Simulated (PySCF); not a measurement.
**Correlation energy of C⁺ (carbon, charge +1)**

[He] 2s2 3d1, 2D determinant (an excited configuration). All numbers are calculated (PySCF 2.14, scalar relativity by spin-free X2C-1e, in aug-cc-pCVTZ-DK with one added diffuse shell each of s, p, d, f type (8s7p5d3f, 75 functions)). Frozen: nothing; 5 electrons correlated.

```json
{"level": "CCSD", "correlation energy (mhartree)": "-121.65"}
{"level": "(T)", "correlation energy (mhartree)": "-1.56"}
{"level": "CCSD(T)", "correlation energy (mhartree)": "-123.21"}
```

Diagnostics: T1 = 0.0076, D1 = 0.0160, largest double amplitude 0.152.

The outer electron is Rydberg-like, and this basis confines it to a smaller radius and binds it less than a complete one would. A double-excitation amplitude exceeds 0.15, a sign of near-degeneracy.

Cost of the coupled-cluster step: of the order of 18 core-seconds, for 5 correlated electrons.

Iterations:

```
CC2 = 0
CCSD nocc = (np.int64(3), np.int64(2)), nmo = (75, 75)
frozen orbitals [[], []]
max_cycle = 100
direct = 0
conv_tol = 1e-08
conv_tol_normt = 1e-06
diis_space = 8
diis_start_cycle = 0
Init t2, MP2 energy = -0.0970505528207377
Init E_corr(UCCSD) = -0.0970505528269171
cycle = 1  E_corr(UCCSD) = -0.117710575900736  dE = -0.0206600231  norm(t1,t2) = 0.144201
cycle = 2  E_corr(UCCSD) = -0.130825441840574  dE = -0.0131148659  norm(t1,t2) = 0.206445
cycle = 3  E_corr(UCCSD) = -0.108823105540437  dE = 0.0220023363  norm(t1,t2) = 0.319924
cycle = 4  E_corr(UCCSD) = -0.122469649555711  dE = -0.013646544  norm(t1,t2) = 0.0341696
cycle = 5  E_corr(UCCSD) = -0.121479401708041  dE = 0.000990247848  norm(t1,t2) = 0.0292412
cycle = 6  E_corr(UCCSD) = -0.121556955344507  dE = -7.75536365e-05  norm(t1,t2) = 0.00269848
cycle = 7  E_corr(UCCSD) = -0.12174986575906  dE = -0.000192910415  norm(t1,t2) = 0.00236267
cycle = 8  E_corr(UCCSD) = -0.121666457644606  dE = 8.34081145e-05  norm(t1,t2) = 0.00278841
cycle = 9  E_corr(UCCSD) = -0.12164919508697  dE = 1.72625576e-05  norm(t1,t2) = 0.000206926
cycle = 10  E_corr(UCCSD) = -0.121651815447916  dE = -2.62036095e-06  norm(t1,t2) = 0.000147122
cycle = 11  E_corr(UCCSD) = -0.121652715975556  dE = -9.00527641e-07  norm(t1,t2) = 3.10393e-05
cycle = 12  E_corr(UCCSD) = -0.121652223832109  dE = 4.92143448e-07  norm(t1,t2) = 6.0828e-05
cycle = 13  E_corr(UCCSD) = -0.121652444224912  dE = -2.20392804e-07  norm(t1,t2) = 7.46749e-06
cycle = 14  E_corr(UCCSD) = -0.121652515874967  dE = -7.16500547e-08  norm(t1,t2) = 3.20108e-06
cycle = 15  E_corr(UCCSD) = -0.121652447289651  dE = 6.85853158e-08  norm(t1,t2) = 1.59626e-06
cycle = 16  E_corr(UCCSD) = -0.121652360734065  dE = 8.65555856e-08  norm(t1,t2) = 8.85048e-07
cycle = 17  E_corr(UCCSD) = -0.121652365412492  dE = -4.67842627e-09  norm(t1,t2) = 3.86906e-07
UCCSD converged
E(UCCSD) = -36.77227687551655  E_corr = -0.1216523654124915
UCCSD(T) correction = -0.00156220285327587
```
